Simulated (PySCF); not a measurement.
# Computed records: BH4O2Si, AlB3H5, AlB2ClH3, AlB2H4O and others

All values are calculated (PySCF 2.14.0). Calculation on a computer-drawn molecule: optimised geometry and harmonic frequencies of an isolated molecule of the commonest isotopes, restricted reference for singlets and unrestricted otherwise, frozen core in MP2.

Common to all runs: charge 1; multiplicity 1; basis cc-pV(D+d)Z.

(1) BH4O2Si

Start structure:
```xyz
8
BH4O2Si
B      1.4990     2.3862    -0.2321
O      0.7454     1.5133    -0.0299
Si    -0.4007     0.0740     0.1717
O      0.6991    -1.0115    -0.3420
H      2.2034     3.2929    -0.3164
H     -1.3228     0.4264    -0.8693
H     -0.6342     0.1679     1.5328
H      0.6443    -1.9495    -0.3461
```

Here we set method HF.

It finds rotational constants 16.7, 3.608, 3.102 GHz; total energy -465.5491 hartree; convergence status largest gradient component 1.447e-05 hartree/bohr.

Drawn bonds:
| atom | other atom | order |
| --- | --- | --- |
| 1 | 2 | 1 |
| 2 | 3 | 1 |
| 3 | 4 | 1 |
| 1 | 5 | 1 |
| 3 | 6 | 1 |
| 3 | 7 | 1 |
| 4 | 8 | 1 |

Optimised structure:
```xyz
8
BH4O2Si
B      1.5273     2.4117    -0.1928
O      0.7518     1.4971    -0.0157
Si    -0.3927     0.0733     0.0662
O      0.4529    -1.1395    -0.5396
H      2.2755     3.2951    -0.3578
H     -1.4329     0.5270    -0.8389
H     -0.6703     0.0357     1.4953
H      0.9219    -1.8007    -0.0480
```

Modes:
| frequency (cm⁻¹) | reduced mass (dalton) |
| --- | --- |
| 106.9 | 3.943 |
| 146.9 | 3.188 |
| 297.4 | 4.961 |
| 328.9 | 1.199 |
| 489.9 | 10.04 |
| 656 | 1.113 |
| 750.8 | 1.121 |
| 837.6 | 1.368 |
| 848.2 | 1.376 |
| 849.6 | 1.395 |
| 956.3 | 1.099 |
| 994.5 | 1.594 |
| 1060 | 1.931 |
| 1859 | 5.083 |
| 2449 | 1.031 |
| 2486 | 1.055 |
| 3022 | 1.189 |
| 4142 | 1.069 |

(2) AlB3H5

Start structure:
```xyz
9
AlB3H5
B     -2.9440     0.2660     1.6513
B     -1.9393    -0.4822     0.7926
B     -1.2453    -1.6934     0.0520
Al     0.1152     0.0913    -0.3421
H     -3.6734     0.8563     2.3515
H     -1.2940    -2.0917    -1.0746
H     -0.5982    -2.3921     0.6721
H      0.1314     1.4571    -1.0063
H      1.3781    -0.7194    -0.0942
```

Settings of this run: method HF.

The calculation gives: rotational constants 7.353, 3.641, 2.594 GHz; total energy -318.5041 hartree; convergence status largest gradient component 3.724e-05 hartree/bohr.

Drawn bonds:
| atom | other atom | order |
| --- | --- | --- |
| 1 | 2 | 1 |
| 2 | 3 | 1 |
| 2 | 4 | 1 |
| 1 | 5 | 1 |
| 3 | 6 | 1 |
| 3 | 7 | 1 |
| 4 | 8 | 1 |
| 4 | 9 | 1 |

Optimised structure:
```xyz
9
AlB3H5
B     -2.5333     0.1757     1.5433
B     -1.4817    -0.5589     0.5531
B     -1.5724    -2.1084    -0.0487
Al     0.3245     0.5712    -0.1309
H     -3.2578     0.7651     2.2609
H     -2.1261    -2.2993    -1.0907
H     -1.0610    -3.0028     0.5571
H      0.0858     1.3594    -1.4563
H      1.5525     0.3900     0.8145
```

Modes:
| frequency (cm⁻¹) | reduced mass (dalton) |
| --- | --- |
| 125.8 | 3.219 |
| 132.2 | 1.049 |
| 150.4 | 3.258 |
| 191.2 | 1.79 |
| 328.6 | 1.069 |
| 400.6 | 6.66 |
| 465.4 | 1.116 |
| 568.4 | 1.369 |
| 585.9 | 1.15 |
| 731.6 | 1.576 |
| 780.4 | 1.452 |
| 805.7 | 1.605 |
| 853.2 | 1.882 |
| 984.5 | 1.408 |
| 1155 | 5.191 |
| 1210 | 1.219 |
| 2062 | 1.018 |
| 2095 | 1.067 |
| 2701 | 1.049 |
| 2801 | 1.125 |
| 2939 | 1.108 |

(3) AlB2ClH3

Start structure:
```xyz
7
AlB2ClH3
B      0.8643     3.0704     0.9947
B     -0.0005     1.7988     0.0813
Al     0.5661     1.4785    -1.9483
Cl    -0.1598     0.4087     1.4161
H      1.4597     3.9719     1.4154
H     -0.1151     0.3935    -2.7676
H      1.5002     2.4604    -2.5928
```

It was run with method HF.

Results for AlB2ClH3: rotational constants 5.763, 2.617, 1.854 GHz; total energy -752.2058 hartree; convergence status largest gradient component 5.115e-06 hartree/bohr.

Drawn bonds:
| atom | other atom | order |
| --- | --- | --- |
| 1 | 2 | 1 |
| 2 | 3 | 1 |
| 2 | 4 | 1 |
| 1 | 5 | 1 |
| 3 | 6 | 1 |
| 3 | 7 | 1 |

Optimised structure:
```xyz
7
AlB2ClH3
B      0.6439     3.1548     1.0200
B      0.5381     1.6495     0.2620
Al     0.5968     1.4831    -1.9698
Cl     0.3811     0.1799     1.1566
H      0.7321     4.2892     1.3331
H     -0.8100     1.5365    -2.6482
H      2.0329     1.2891    -2.5549
```

Modes:
| frequency (cm⁻¹) | reduced mass (dalton) |
| --- | --- |
| 63.56 | 1.048 |
| 83.82 | 2.839 |
| 132.6 | 7.277 |
| 228.5 | 1.988 |
| 404.2 | 7.539 |
| 442.8 | 1.363 |
| 585.1 | 1.271 |
| 689.2 | 3.105 |
| 751.6 | 1.552 |
| 773.1 | 1.099 |
| 838.4 | 2.057 |
| 1075 | 6.788 |
| 2054 | 1.019 |
| 2083 | 1.066 |
| 2924 | 1.104 |

(4) AlB2H4O

Start structure:
```xyz
8
AlB2H4O
B     -0.5905     0.0478     3.7488
O      0.2718    -0.0043     2.8553
Al     1.5137     0.1121     1.5156
B      1.7738    -1.5435     0.3234
H     -1.4292     0.0693     4.6336
H      1.9484     1.4705     2.0295
H      1.1314    -1.7156    -0.6683
H      2.5264    -2.3916     0.5948
```

Here we set method HF.

The calculation gives: rotational constants 15.16, 3.061, 2.602 GHz; total energy -368.2883 hartree; convergence status largest gradient component 1.624e-05 hartree/bohr.

Drawn bonds:
| atom | other atom | order |
| --- | --- | --- |
| 1 | 2 | 1 |
| 2 | 3 | 1 |
| 3 | 4 | 1 |
| 1 | 5 | 1 |
| 3 | 6 | 1 |
| 4 | 7 | 1 |
| 4 | 8 | 1 |

Optimised structure:
```xyz
8
AlB2H4O
B     -0.6380    -0.0289     3.7638
O      0.2044    -0.0065     2.8930
Al     1.5665     0.1890     1.5791
B      1.7419    -1.5583     0.3548
H     -1.4523    -0.0554     4.6028
H      2.1438     1.6133     1.8207
H      1.1006    -1.6628    -0.6479
H      2.4790    -2.4456     0.6664
```

Modes:
| frequency (cm⁻¹) | reduced mass (dalton) |
| --- | --- |
| 90.34 | 1.069 |
| 101.1 | 3.164 |
| 159.7 | 3.146 |
| 201.2 | 4.421 |
| 380.8 | 1.114 |
| 422.2 | 11.05 |
| 574.4 | 3.08 |
| 649.6 | 1.31 |
| 674.5 | 1.295 |
| 851.4 | 1.39 |
| 855.1 | 1.392 |
| 900.5 | 1.343 |
| 1228 | 1.115 |
| 1852 | 5.093 |
| 2103 | 1.045 |
| 2708 | 1.05 |
| 2807 | 1.126 |
| 3020 | 1.189 |

(5) AlBClH2O

Start structure:
```xyz
6
AlBClH2O
B     -0.8223     0.9999     1.4421
O     -0.7143    -0.1020     1.2341
Al    -0.6076    -2.0493     0.7657
Cl     1.2026    -2.6455     1.1132
H     -0.9158     2.2022     1.8032
H     -2.0363    -2.0942     0.3184
```

Settings of this run: method HF.

Results for AlBClH2O: rotational constants 12.2, 2.365, 1.981 GHz; total energy -802.0481 hartree; convergence status largest gradient component 2.661e-05 hartree/bohr.

Drawn bonds:
| atom | other atom | order |
| --- | --- | --- |
| 1 | 2 | 1 |
| 2 | 3 | 1 |
| 3 | 4 | 1 |
| 1 | 5 | 1 |
| 3 | 6 | 1 |

Optimised structure:
```xyz
6
AlBClH2O
B     -0.7828     1.0801     1.5186
O     -0.7952    -0.0944     1.2057
Al    -0.6969    -1.8871     0.7649
Cl     1.1960    -2.5782     1.1313
H     -0.7751     2.2105     1.8186
H     -2.0397    -2.4198     0.2375
```

Modes:
| frequency (cm⁻¹) | reduced mass (dalton) |
| --- | --- |
| 91.75 | 4.355 |
| 163.2 | 3.338 |
| 237.1 | 7.868 |
| 476.9 | 1.27 |
| 483.8 | 12.41 |
| 595.3 | 2.808 |
| 658.7 | 1.571 |
| 846.9 | 1.385 |
| 851.1 | 1.39 |
| 1838 | 5.187 |
| 2175 | 1.045 |
| 3018 | 1.186 |

(6) AlBClH2O

Start structure:
```xyz
6
AlBClH2O
B     -0.7828     1.0801     1.5186
O     -0.7952    -0.0944     1.2057
Al    -0.6969    -1.8871     0.7649
Cl     1.1960    -2.5782     1.1313
H     -0.7751     2.2105     1.8186
H     -2.0397    -2.4198     0.2375
```

It was run with method MP2.

The calculation gives: rotational constants 12.13, 2.298, 1.932 GHz; total energy -802.4844 hartree; convergence status largest gradient component 3.119e-06 hartree/bohr.

Drawn bonds:
| atom | other atom | order |
| --- | --- | --- |
| 1 | 2 | 1 |
| 2 | 3 | 1 |
| 3 | 4 | 1 |
| 1 | 5 | 1 |
| 3 | 6 | 1 |

Optimised structure:
```xyz
6
AlBClH2O
B     -0.7880     1.1038     1.5236
O     -0.7730    -0.0902     1.2146
Al    -0.6820    -1.9282     0.7586
Cl     1.2099    -2.6183     1.1245
H     -0.8067     2.2443     1.8174
H     -2.0538    -2.4003     0.2380
```

Modes:
| frequency (cm⁻¹) | reduced mass (dalton) |
| --- | --- |
| 85.93 | 4.407 |
| 143.6 | 3.548 |
| 218.1 | 8.377 |
| 439.2 | 12.47 |
| 454.9 | 1.254 |
| 583.6 | 1.848 |
| 642.2 | 2.209 |
| 775.2 | 1.366 |
| 780.9 | 1.371 |
| 1760 | 5.3 |
| 2134 | 1.046 |
| 2937 | 1.181 |

(7) CH5BNSi

Start structure:
```xyz
9
CH5BNSi
B     -0.0367     2.7185    -0.0391
Si    -1.6917     2.0415     0.0484
C     -1.9566     0.4773     0.8910
N     -1.0745    -0.2625     1.4307
H      1.0668     3.0345     0.0037
H     -3.0019     2.5779    -0.3712
H     -2.9315     0.0301     0.9521
H     -1.2371    -1.1667     1.8978
H     -0.0360    -0.0219     1.4900
```

It was run with method HF.

The calculation gives: rotational constants 11.88, 3.81, 3.031 GHz; total energy -408.5050 hartree; convergence status largest gradient component 2.028e-05 hartree/bohr.

Drawn bonds:
| atom | other atom | order |
| --- | --- | --- |
| 1 | 2 | 1 |
| 2 | 3 | 2 |
| 3 | 4 | 1 |
| 1 | 5 | 1 |
| 2 | 6 | 1 |
| 3 | 7 | 1 |
| 4 | 8 | 1 |
| 4 | 9 | 1 |

Optimised structure:
```xyz
9
CH5BNSi
B     -0.1189     2.8057     0.1213
Si    -1.6290     1.7853    -0.4003
C     -1.8841     0.4699     0.9459
N     -1.0403    -0.3868     1.4006
H      0.9284     3.3405     0.2189
H     -2.8758     2.5563    -0.5016
H     -2.8891     0.3554     1.3489
H     -1.3016    -1.0709     2.0900
H     -0.0889    -0.4267     1.0798
```

Modes:
| frequency (cm⁻¹) | reduced mass (dalton) |
| --- | --- |
| 97.58 | 2.175 |
| 152.8 | 3.115 |
| 253.1 | 1.424 |
| 383.2 | 2.063 |
| 583.4 | 2.776 |
| 604.9 | 1.412 |
| 670.5 | 1.301 |
| 746.9 | 1.356 |
| 819.8 | 1.987 |
| 843.7 | 1.657 |
| 858.7 | 1.446 |
| 1172 | 1.142 |
| 1202 | 1.135 |
| 1493 | 1.427 |
| 1648 | 2.059 |
| 1843 | 1.606 |
| 2377 | 1.043 |
| 2917 | 1.105 |
| 3314 | 1.091 |
| 3727 | 1.05 |
| 3850 | 1.106 |

(8) Al2BH4O

Start structure:
```xyz
8
Al2BH4O
B     -2.0739     1.5621     3.2821
Al    -2.2408     1.8355     1.2582
Al    -2.2796     2.2237    -1.2735
O     -3.0505     1.5307    -2.5930
H     -1.0888     1.0160     3.7517
H     -2.7344     2.2345     3.9801
H     -1.3922     3.4728    -1.4112
H     -3.4365     1.1956    -3.3953
```

Here we set method HF.

It finds rotational constants 14.35, 1.567, 1.43 GHz; total energy -585.4937 hartree; convergence status largest gradient component 2.21e-05 hartree/bohr.

Drawn bonds:
| atom | other atom | order |
| --- | --- | --- |
| 1 | 2 | 1 |
| 2 | 3 | 1 |
| 3 | 4 | 1 |
| 1 | 5 | 1 |
| 1 | 6 | 1 |
| 3 | 7 | 1 |
| 4 | 8 | 1 |

Optimised structure:
```xyz
8
Al2BH4O
B     -2.1077     1.5169     3.2516
Al    -2.0362     2.0640     1.1500
Al    -2.0740     2.5758    -1.4554
O     -3.0799     1.3622    -1.9935
H     -1.2982     0.7581     3.6908
H     -2.9556     1.9797     3.9521
H     -1.3160     3.7318    -2.1704
H     -3.4291     1.0824    -2.8260
```

Modes:
| frequency (cm⁻¹) | reduced mass (dalton) |
| --- | --- |
| 32.04 | 1.055 |
| 68.61 | 4.461 |
| 112.5 | 3.64 |
| 164.8 | 7.713 |
| 306.2 | 6.927 |
| 417.7 | 1.122 |
| 496.8 | 1.218 |
| 542 | 1.106 |
| 579.2 | 7.269 |
| 581.8 | 1.254 |
| 649.3 | 1.23 |
| 865.9 | 1.31 |
| 929.3 | 6.525 |
| 1209 | 1.11 |
| 2092 | 1.045 |
| 2716 | 1.047 |
| 2828 | 1.128 |
| 4188 | 1.069 |

(9) Al2BFH3

Start structure:
```xyz
7
Al2BFH3
B     -2.6428     0.9431    -0.9423
Al    -0.9897    -0.2885    -1.2597
Al     1.5993    -0.3557    -2.0429
F      3.0722    -0.0437    -2.5001
H     -3.3799     1.1805    -1.9089
H     -2.7801     1.5573     0.0450
H     -0.6701    -1.8635    -1.0577
```

Here we set method HF.

Results for Al2BFH3: rotational constants 12.78, 1.418, 1.29 GHz; total energy -609.4946 hartree; convergence status largest gradient component 1.869e-05 hartree/bohr.

Drawn bonds:
| atom | other atom | order |
| --- | --- | --- |
| 1 | 2 | 1 |
| 2 | 3 | 1 |
| 3 | 4 | 1 |
| 1 | 5 | 1 |
| 1 | 6 | 1 |
| 2 | 7 | 1 |

Optimised structure:
```xyz
7
Al2BFH3
B     -2.4332     0.9720    -1.0448
Al    -1.1432    -0.7418    -1.1205
Al     1.4265    -0.0537    -2.0206
F      2.9176     0.3240    -2.5402
H     -3.0773     1.2721    -2.0040
H     -2.4837     1.6330    -0.0521
H     -0.9979    -2.2762    -0.8844
```

Modes:
| frequency (cm⁻¹) | reduced mass (dalton) |
| --- | --- |
| 71.4 | 5.382 |
| 101.3 | 3.74 |
| 128.4 | 1.298 |
| 138.7 | 7.675 |
| 204.6 | 17.94 |
| 351.3 | 1.087 |
| 535.8 | 1.314 |
| 581.4 | 2.795 |
| 626.4 | 1.277 |
| 896.6 | 1.333 |
| 920.6 | 21.27 |
| 1211 | 1.111 |
| 2085 | 1.045 |
| 2713 | 1.048 |
| 2822 | 1.128 |

(10) Al2BFH3

Start structure:
```xyz
7
Al2BFH3
B     -2.4332     0.9720    -1.0448
Al    -1.1432    -0.7418    -1.1205
Al     1.4265    -0.0537    -2.0206
F      2.9176     0.3240    -2.5402
H     -3.0773     1.2721    -2.0040
H     -2.4837     1.6330    -0.0521
H     -0.9979    -2.2762    -0.8844
```

It was run with method MP2.

It finds rotational constants 12.39, 1.453, 1.316 GHz; total energy -609.8587 hartree; convergence status largest gradient component 3.849e-05 hartree/bohr.

Drawn bonds:
| atom | other atom | order |
| --- | --- | --- |
| 1 | 2 | 1 |
| 2 | 3 | 1 |
| 3 | 4 | 1 |
| 1 | 5 | 1 |
| 1 | 6 | 1 |
| 2 | 7 | 1 |

Optimised structure:
```xyz
7
Al2BFH3
B     -2.4045     0.9660    -1.0524
Al    -1.1508    -0.7637    -1.1136
Al     1.3746    -0.0564    -2.0054
F      2.8756     0.3657    -2.5357
H     -3.0388     1.2795    -2.0240
H     -2.4455     1.6398    -0.0580
H     -1.0018    -2.3016    -0.8775
```

Modes:
| frequency (cm⁻¹) | reduced mass (dalton) |
| --- | --- |
| 63.5 | 5.357 |
| 94.58 | 7.618 |
| 126 | 7.609 |
| 145.7 | 1.107 |
| 218.5 | 17.16 |
| 334.3 | 1.077 |
| 515 | 1.138 |
| 572.2 | 4.208 |
| 595.9 | 1.283 |
| 864.3 | 1.333 |
| 886.7 | 21.54 |
| 1152 | 1.112 |
| 2045 | 1.045 |
| 2655 | 1.048 |
| 2767 | 1.128 |
